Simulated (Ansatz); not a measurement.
# Counterpoise correction, worked out

The pair of Li⁺ (SMILES [Li+], atom 1) and CH₄S (SMILES CS, atoms 2–7), both closed shells, in one local arrangement (a lower one may exist), relaxed at PBE0-D4/def2-TZVP:

```
7
angstrom
Li 0.2243 -0.1707 -2.6963
C -0.3745 0.3453 0.6629
S 0.1803 -0.9553 -0.4735
H 0.1532 1.2816 0.5000
H -0.2300 -0.0077 1.6817
H -1.4408 0.4767 0.4826
H 1.4874 -0.9699 -0.1576
```

Program: Ansatz 0.2.0. Basis: def2-TZVPPD. Cores are frozen in the correlated methods. The outer core shell of Li, Na, Mg and K is correlated.

CCSD(T) total energies in eV:

| system | geometry | basis functions | energy |
| --- | --- | --- | --- |
| pair | pair | all | -12122.20034 |
| Li⁺ | as in the pair | all (partner as ghosts) | -197.84559 |
| CH₄S | as in the pair | all (partner as ghosts) | -11923.16610 |
| Li⁺ | as in the pair | its own | -197.84251 |
| CH₄S | as in the pair | its own | -11923.15475 |
| Li⁺ | free (PBE0-D4 minimum) | its own | -197.84251 |
| CH₄S | free (PBE0-D4 minimum) | its own | -11923.16575 |

(1) Work out the interaction energy with and without the counterpoise correction, the superposition error, and the binding energy from the relaxed fragments.

The T1 diagnostic stays at or below 0.010.

## Answers

(1) Without correction: -12122.20034 − (-197.84251) − (-11923.15475) = -1.20308 eV.
With correction (each fragment in the whole basis): -12122.20034 − (-197.84559) − (-11923.16610) = -1.18865 eV = -27.41 kcal/mol.
The superposition error is the difference, 0.01443 eV, 1 % of the uncorrected value: each fragment borrows its partner's functions.
Deformation from the free shapes: 0.00000 eV for Li⁺ and 0.01100 eV for CH₄S.
Binding energy from relaxed fragments: -1.18865 + 0.00000 + 0.01100 = -1.17765 eV = -27.16 kcal/mol (electronic, without zero-point energy; negative means bound). For comparison, the corrected interaction energy by CCSD(T) at an estimated basis limit (MP2 extrapolated from triple and quadruple zeta, plus CCSD(T) − MP2 in triple zeta) is -1.229 eV; triple zeta with the correction binds less.

For scale, one of the runs: CCSD(T)/def2-TZVPPD, 178 basis functions, launched by `ansatz run in.yaml --threads 2 --pin off --events-out ev --progress --plain --max-ram 5222MiB`. Time: 21 s of wall clock on 2 CPU threads of an Arm Neoverse V1; the host was shared. Peak host memory: 1.6 GiB.
